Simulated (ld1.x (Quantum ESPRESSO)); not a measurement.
**Br, TM: configuration errors across variants**

bromine, norm-conserving Troullier–Martins (Kleinman–Bylander form), made with ld1.x (Quantum ESPRESSO) 7.5 (PBE, scalar-relativistic). Core [Ar] 3d10, reference 4s2 4p5. Waves: 4p (bound): rc 1.25 bohr; 4d channel at -0.15 Ry: rc 1.00 bohr; 4s (bound): rc 1.05 bohr. Local part: the s channel. Core correction: none.

All-electron excitation energies from the reference (eV): (1) 4s2 4p4 12.554; (2) 4s2 4p3 35.314; (3) 4s2 4p2 69.297; (4) 4s1 4p6 12.371; (5) 4s2 4p4.5 5.075; (6) 4s1 4p5 25.558; (7) 4s2 4p5.3 -1.963.

1 further variants failed, have other tests or another functional or relativity, and are left out.

A true bound ghost makes a file unfit for plane-wave use even where its test errors are small: the radial tests pick states by their node count and pass the ghost by.

Errors AE − PS in meV (a dash: test not solved or not reliable):

```csv
change,(1),(2),(3),(4),(5),(6),(7),bound ghosts
base,-12,-46,-85,+9.1,-3.0,-40,-0.3,p
wave 4d channel at -0.15 Ry: rc 1.00 bohr becomes 4d channel at 1.12 Ry: rc 1.00 bohr,-12,-46,-85,+9.1,-3.0,-40,-0.3,p
"all radii scaled by about 1.20 (s 1.26, p 1.50, d 1.20 bohr)",-7.3,-31,-69,+0.4,-2.0,-9.3,+0.1,"p, d"
wave 4d channel at -0.15 Ry: rc 1.00 bohr becomes 4d channel at -0.15 Ry: rc 1.04 bohr,-12,-46,-85,+9.1,-3.0,-40,-0.3,p
wave 4s (bound): rc 1.05 bohr becomes 4s (bound): rc 1.10 bohr,-16,-68,-136,-3.7,-4.0,-46,-0.6,p
wave 4d channel at -0.15 Ry: rc 1.00 bohr becomes 4d channel at 0.42 Ry: rc 1.00 bohr,-12,-46,-85,+9.1,-3.0,-40,-0.3,p
```

**Question.** Give the same row for: wave 4p (bound): rc 1.25 bohr becomes 4p (bound): rc 1.72 bohr.

**Answer.** -11, -42, -73, +11, -3.0, -29, -0.2; bound ghosts: p.
